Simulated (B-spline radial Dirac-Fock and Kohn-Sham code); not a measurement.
**Rh: computed levels beside tabulated edges**

Level of theory: Dirac-Fock energy differences between relaxed states, corrected for Breit and QED terms; an atomic code on a B-spline grid. Correlation energy is missing from these numbers.

Two models are given for [Kr] 4d8 5s1. In the first the electron is removed to infinity. In the second it is placed in the 4d shell, so that the atom stays neutral; this mimics a hole screened by valence charge, or the onset of absorption below the ionisation limit. The tabulated edges (Elam, Ravel and Sieber, Radiat. Phys. Chem. 63, 121 (2002)) refer to the element in its standard state, with the Fermi level as zero for a metal.

```
level  ionised (eV)  screened (eV)  tabulated (eV)  ionised − table  screened − table
    K       23228.0        23217.8         23220.0             +8.0              -2.2
   L1        3426.9         3416.5          3412.0            +14.9              +4.5
   L2        3156.2         3145.9          3146.0            +10.2              -0.1
   L3        3013.7         3003.4          3004.0             +9.7              -0.6
   M1         639.2          628.8           628.1            +11.1              +0.7
   M2         532.9          522.5           521.3            +11.6              +1.2
   M3         507.7          497.4           496.5            +11.2              +0.9
   N2         62.22          52.61           50.50            +11.7              +2.1
   N3         58.38          48.81           47.30            +11.1              +1.5
```

The screened model lies closer: the mean absolute deviations are 11.1 eV (ionised) and 1.5 eV (screened). Screening lowers the levels by 10.2 eV on average.
